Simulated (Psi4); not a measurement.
Level of theory: SAPT0/jun-cc-pVDZ, frozen core (Psi4).

Psi4 input:

```
molecule {
0 1
C 0.76216089 -0.01925488 0.03318790
C -0.76216098 0.01925496 -0.03318782
H 1.19937377 0.90777790 -0.34297833
H 1.16487432 -0.83960847 -0.56421313
H 1.11148533 -0.15596710 1.05853052
H -1.19937469 -0.90776556 0.34300753
H -1.16487309 0.83962765 0.56418788
H -1.11148556 0.15593551 -1.05853454
--
-1 1
Cl -2.22157457 2.65300560 1.87400539
units angstrom
symmetry c1
no_reorient
no_com
}
set basis jun-cc-pvdz
set scf_type df
set freeze_core true
energy('sapt0')
```

Part of the output:

```
    SAPT Results
  --------------------------------------------------------------------------------------------------------
    Electrostatics                 -6.36505731 [mEh]      -3.99413376 [kcal/mol]     -16.71145565 [kJ/mol]
      Elst10,r                     -6.36505731 [mEh]      -3.99413376 [kcal/mol]     -16.71145565 [kJ/mol]

    Exchange                       12.92939256 [mEh]       8.11331632 [kcal/mol]      33.94611550 [kJ/mol]
      Exch10                       12.92939256 [mEh]       8.11331632 [kcal/mol]      33.94611550 [kJ/mol]
      Exch10(S^2)                  12.78142667 [mEh]       8.02046632 [kcal/mol]      33.55763109 [kJ/mol]

    Induction                      -6.90148644 [mEh]      -4.33074812 [kcal/mol]     -18.11985014 [kJ/mol]
      Ind20,r                      -9.81950729 [mEh]      -6.16183385 [kcal/mol]     -25.78111283 [kJ/mol]
      Exch-Ind20,r                  4.62430418 [mEh]       2.90179468 [kcal/mol]      12.14110894 [kJ/mol]
      delta HF,r (2)               -1.70628332 [mEh]      -1.07070895 [kcal/mol]      -4.47984625 [kJ/mol]

    Dispersion                     -2.75029302 [mEh]      -1.72583493 [kcal/mol]      -7.22089334 [kJ/mol]
      Disp20                       -3.84003340 [mEh]      -2.40965734 [kcal/mol]     -10.08200631 [kJ/mol]
      Exch-Disp20                   1.08974038 [mEh]       0.68382241 [kcal/mol]       2.86111297 [kJ/mol]
      Disp20 (SS)                  -1.92001670 [mEh]      -1.20482867 [kcal/mol]      -5.04100316 [kJ/mol]
      Disp20 (OS)                  -1.92001670 [mEh]      -1.20482867 [kcal/mol]      -5.04100316 [kJ/mol]
      Exch-Disp20 (SS)              0.58297844 [mEh]       0.36582450 [kcal/mol]       1.53060969 [kJ/mol]
      Exch-Disp20 (OS)              0.50676194 [mEh]       0.31799792 [kcal/mol]       1.33050328 [kJ/mol]

  Total HF                         -0.33715118 [mEh]      -0.21156556 [kcal/mol]      -0.88519030 [kJ/mol]
  Total SAPT0                      -3.08744420 [mEh]      -1.93740049 [kcal/mol]      -8.10608364 [kJ/mol]
```
